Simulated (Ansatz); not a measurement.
Ansatz (a program for electronic structure) input (B3LYP/6-31G*):

Ansatz 0.2 input:
```yaml
crystal:
  periodic: [false, false, false]
  atoms:
    - {symbol: Si, position_ang: [0.01532951, 0.01275684, 0.57797875]}
    - {symbol: F, position_ang: [1.03007273, -0.69423342, -0.46207173]}
    - {symbol: F, position_ang: [-1.05391863, 0.67438945, -0.43700632]}
basis:
  gaussian:
    orbitals: 6-31G*
hamiltonian:
  xc: {name: B3LYP}
phonons: {temperatures: {t_min: 298.15, t_max: 298.15, t_step: 100}}
```

**Question.** Which harmonic wavenumbers does it give?

**Answer.** 327, 866, 898 cm⁻¹ (unscaled; negative means imaginary).
